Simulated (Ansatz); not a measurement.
Ansatz (a first-principles code) input:

Ansatz 0.2 input:
```yaml
crystal:
  periodic: [false, false, false]
  atoms:
    - {symbol: F, position_ang: [-0.00000000, -0.00000000, -2.39460935]}
    - {symbol: Be, position_ang: [-0.00000000, -0.00000000, -1.02112806]}
    - {symbol: Be, position_ang: [0.00000000, 0.00000000, 1.02112806]}
    - {symbol: F, position_ang: [0.00000000, 0.00000000, 2.39460935]}
basis:
  gaussian:
    orbitals: def2-TZVPD
hamiltonian:
  xc: {name: CAM-B3LYP}
total_charge: 1
magnetization: {spin_polarized: true, initial_magnetization: 1}
```

Question: What final total energy does it print?

Answer: -228.95066 Eh (CAM-B3LYP/def2-TZVPD). The basis has 124 functions.

This state (charge 1, doublet) is run at the relaxed geometry of the species with charge 0 and multiplicity 1.
